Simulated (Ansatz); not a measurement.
Reaction (atomization): `C[O][Sn][NH2]` → C• + 5 H• + N• + O• + Sn•

Computed with Ansatz on PBE0-D4/def2-TZVP structures; ΔE is electronic, products minus reactants. CCSD(T)/CBS adds triple-zeta CCSD(T) − MP2 to the extrapolated MP2 energy (def2 sets, frozen cores). This one scheme is used for every species, atoms too. DFT in def2-TZVPP. B3LYP here is the variant with VWN-RPA as its local correlation; programs differ in this. HSE06 is defined as in plane-wave codes. Open shells (•) are unrestricted, without spin–orbit coupling. Spin–orbit coupling would lower the free atoms: a little for C, O; strongly for Sn. def2 core potentials past Kr. For Sn outer-core shells are correlated without core-valence functions, so the limit isn't a true one: a few kJ/mol of doubt a bond, and 10 to 20 or more in all where bonds break to atoms. Each species was taken in one conformer, which may not be the lowest.

| level | ΔE (kJ/mol) | difference from CCSD(T)/CBS |
| --- | --- | --- |
| PBE-D4 | 3198.3 | 62.1 |
| revPBE-D4 | 3109.2 | -27.0 |
| BLYP-D4 | 3158.3 | 22.1 |
| r2SCAN-D4 | 3110.4 | -25.8 |
| B97M-V | 3126.2 | -10.0 |
| PBE0-D4 | 3100.4 | -35.8 |
| B3LYP-D4 | 3130.8 | -5.4 |
| r2SCAN0-D4 | 3032.1 | -104.1 |
| HSE06-D4 | 3102.1 | -34.1 |
| BHLYP-D4 | 2996.8 | -139.4 |
| ωB97X-V | 3130.2 | -6.0 |
| ωB97M-V | 3120.7 | -15.5 |
| B2PLYP | 3088.1 | -48.1 |
| PBE-QIDH | 3059.7 | -76.5 |
| PBE | 3180.2 | 44.0 |
| revPBE | 3055.6 | -80.6 |
| BLYP | 3118.5 | -17.7 |
| r2SCAN | 3106.2 | -30.0 |
| PBE0 | 3085.1 | -51.1 |
| B3LYP | 3101.4 | -34.8 |
| r2SCANh | 3073.6 | -62.6 |
| r2SCAN0 | 3027.0 | -109.2 |
| HSE06 | 3087.9 | -48.3 |
| BHLYP | 2973.3 | -162.9 |
| CAM-B3LYP | 3123.5 | -12.7 |
| LC-ωPBE | 3084.6 | -51.6 |
| HF/def2-SVP | 2061.5 | -1074.7 |
| MP2/def2-SVP | 2906.6 | -229.6 |
| CCSD/def2-SVP | 2835.3 | -300.9 |
| CCSD(T)/def2-SVP | 2873.8 | -262.4 |
| HF/def2-TZVPP | 2077.7 | -1058.5 |
| MP2/def2-TZVPP | 3070.2 | -66.0 |
| CCSD/def2-TZVPP | 2965.7 | -170.5 |
| CCSD(T)/def2-TZVPP | 3024.6 | -111.6 |
| HF/def2-QZVPP | 2086.9 | -1049.3 |
| MP2/def2-QZVPP | 3137.5 | 1.3 |
| SCS-MP2/def2-QZVPP | 3142.1 | 5.9 |
| HF/CBS(def2) | 2088.2 | -1048.0 |
| MP2/CBS(def2) | 3181.9 | 45.7 |
| CCSD/CBS(def2) | 3077.4 | -58.8 |
| CCSD(T)/CBS | 3136.2 | 0 |

Largest T1 diagnostic among the species: 0.017.

The D4 term adds +29.4 kJ/mol with B3LYP and +15.3 kJ/mol with PBE0; it sums over pairs of atoms, weighted by their polarisabilities, and B3LYP, whose exchange is more repulsive, gets the larger term. From r2SCAN to r2SCAN0 (25 % exact exchange), in def2-TZVPP and without D4, ΔE moves by −79.1 kJ/mol: exact exchange takes away binding that semilocal exchange gives to molecules. At CCSD(T), def2-SVP lies −262.4 kJ/mol from the extrapolated value and def2-TZVPP −111.6 kJ/mol: correlation converges slowly with the basis, and small sets miss more of it in the bonded molecule than in its fragments.

For atomizations the MP2-based limit and the directly extrapolated one differ by several kJ/mol either way, and by 10 to 25 for some Ge, Se and Sn compounds, so smaller differences from it don't rank the levels.
